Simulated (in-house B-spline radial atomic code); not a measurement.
A fraction x of an electron is removed from 3d in Cu⁺, starting from [Ar] 3d10 and keeping the highest spin. Computed with a B-spline radial code for spherical atoms: non-relativistic RPBE, spin-polarised, spherical fractional occupations, point nucleus.

| x | E(x) - E(0) (eV) | 3d down level (eV) |
| --- | --- | --- |
| 0 | 0.0000 | -13.627 |
| 0.07 | 0.9876 | -14.592 |
| 0.18 | 2.6779 | -16.149 |
| 0.26 | 4.0162 | -17.312 |
| 0.46 | 7.7773 | -20.325 |
| 0.5 | 8.6027 | -20.945 |
| 0.6 | 10.7757 | -22.520 |
| 0.75 | 14.3347 | -24.947 |
| 0.81 | 15.8613 | -25.939 |
| 0.98 | 20.5139 | -28.813 |
| 1 | 21.0936 | -29.157 |

The exact functional would give a straight line between the two integer points. Deviations E(x) - E(0) - x[E(1) - E(0)], in eV: -0.489 at x = 0.07, -1.119 at x = 0.18, -1.468 at x = 0.26, -1.926 at x = 0.46, -1.944 at x = 0.5, -1.88 at x = 0.6, -1.486 at x = 0.75, -1.225 at x = 0.81, -0.158 at x = 0.98.

The curve lies below the straight line by up to 1.944 eV (at x = 0.5): convex, the delocalisation error that favours fractional charges.

(1) How well does Slater's transition state (minus the level at half occupation) give the ionisation energy?

Results:

(1) It gives 20.945 eV against 21.094 eV from the two total energies; NIST lists 20.29 eV, ground level to ground level.
